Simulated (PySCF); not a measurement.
Assigning NMR signals

Mapped SMILES: `[CH2:1]=[C:2]1[CH2:3][CH2:4]/[C:5]1=[CH:6]/[CH2:7][SiH2:8][NH2:9]`. Hydrogens are named by the atom that carries them. Ha(C1) is cis to C3; Hb(C1) is trans to C3.

Non-relativistic Hamiltonian, one computed conformer, rapidly exchanging positions averaged, no solvent model. GIAO PBE0/pcSseg-1 shieldings; coordinates at the GFN2-xTB level; PySCF.

Shifts are taken against calculated references (same method and geometry level): TMS for ¹³C and ¹H.

(1) Assign these signals to the numbered atoms. ¹³C{¹H} NMR (computed): δ 155.4, 142.4, 132.9, 114.9, 28.2, 28.0, 20.9.

(2) Assign these signals to the numbered atoms. ¹H NMR (300 MHz, computed): δ 5.91 (t, 1H), 5.89 (br s, 1H), 5.29 (br s, 1H), 4.93 (t, 2H), 2.66 (m, 2H), 2.63 (m, 2H), 2.07 (m, 2H), 0.14 (br s, 2H).

Answers

(1) 
155.4 → C2, fully substituted alkene carbon: as expected for a trigonal carbon in a double bond
142.4 → C5, fully substituted alkene carbon
132.9 → C6, alkene CH: as expected for a trigonal carbon in a double bond
114.9 → C1, terminal =CH2 carbon: an sp2 carbon of a C=C bond
28.2 → C3, allylic sp3 CH2: a saturated carbon with 2 carbon neighbours and no heteroatom attached
28.0 → C4, allylic sp3 CH2
20.9 → C7, allylic sp3 CH2 bonded to Si

C3 and C4 lie closer than the usual error of such a calculation, so a measured spectrum could show them in the other order.

(2) 
5.91 → H(C6), hydrogen on an alkene CH: attached to an sp2 carbon and in the plane of the double bond
5.89 → Hb(C1), hydrogen on a terminal =CH2 carbon: olefinic region
5.29 → Ha(C1), hydrogen on a terminal =CH2 carbon
4.93 → H(Si8), hydrogen on a silicon bonded to C, N
2.66 → H(C4), hydrogen on an allylic sp3 CH2: allylic position
2.63 → H(C3), hydrogen on an allylic sp3 CH2
2.07 → H(C7), hydrogen on an allylic sp3 CH2 bonded to Si: allylic position
0.14 → H(N9), hydrogen on a nitrogen bonded to Si: exchangeable, gas-phase position

H(C6) and Hb(C1); H(C4) and H(C3) lie closer than the usual error of such a calculation, so a measured spectrum could show them in the other order.

OH/NH shifts are gas-phase values; hydrogen bonding in solution moves them, usually downfield. Shifts are as computed. Against solution values, carbons near 30 ppm lie about +3 ppm off and those near 130 ppm about +5 ppm. Of 1309 compounds with measured shifts, 239 miss one by over three times the rms of a fit or turn the order of signals round; such compounds aren't used in these exercises. Multiplicities follow the n + 1 count of equivalent neighbours, as no J values were calculated; m marks all less simple cases, F and P coupling included.
